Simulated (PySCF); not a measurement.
Molecule (SMILES): F[C]Cl (closed-shell singlet).
Geometry (B3LYP-D3(BJ)/def2-TZVP, fixed):
```xyz
3

F     -1.4677    -0.2909     0.0321
C     -0.5979     0.6705    -0.0192
Cl     0.9880    -0.0826    -0.0102
```
Charge 0, spin multiplicity 1.

Basis-set convergence of the isotropic shielding of C2 at PBE0 with PySCF. GIAO, no density fitting; atoms are numbered in the order shown. All functions are spherical. No added dispersion term, no relativity. Reference: the value in pcSseg-3, -292.13 ppm, itself unsure by roughly 0.66 ppm (its mean distance from pcseg-3, pcSseg-2). Deviations are taken from unrounded values. Cost is core time over that of 6-31G**, rough, on shared machines of one kind; a dash marks a row that isn't timed (too short, read off another run, short of memory, by another algorithm or on other hardware).

```tsv
basis	functions	cost
STO-3G	19	-
3-21G	31	-
6-31G	31	-
6-31G**	46	1×
cc-pV(D+d)Z	51	1×
6-31+G*	58	-
6-311G**	62	1×
6-311+G**	74	2×
6-311++G(2d,2p)	89	3×
cc-pV(T+d)Z	99	4×
6-311++G(3df,3pd)	125	6×
cc-pV(Q+d)Z	174	20×
```

Which is the smallest set listed that can be trusted to 5 ppm here, that is, within that of the reference together with its larger relatives (same family, alike in diffuse functions; a set with none to test it counts only in the reference's own line)?

Of the sets listed that have larger relatives (same family, alike in diffuse functions), none stays within 5 ppm of the reference together with them. Value minus reference: STO-3G 113.15, 3-21G 68.93, 6-31G 9.74, 6-31G** 52.27, cc-pV(D+d)Z 41.16, 6-31+G* 57.07, 6-311G** 19.87, 6-311+G** 22.46, 6-311++G(2d,2p) 24.16, cc-pV(T+d)Z 21.65, 6-311++G(3df,3pd) 23.67, cc-pV(Q+d)Z 10.24 ppm.
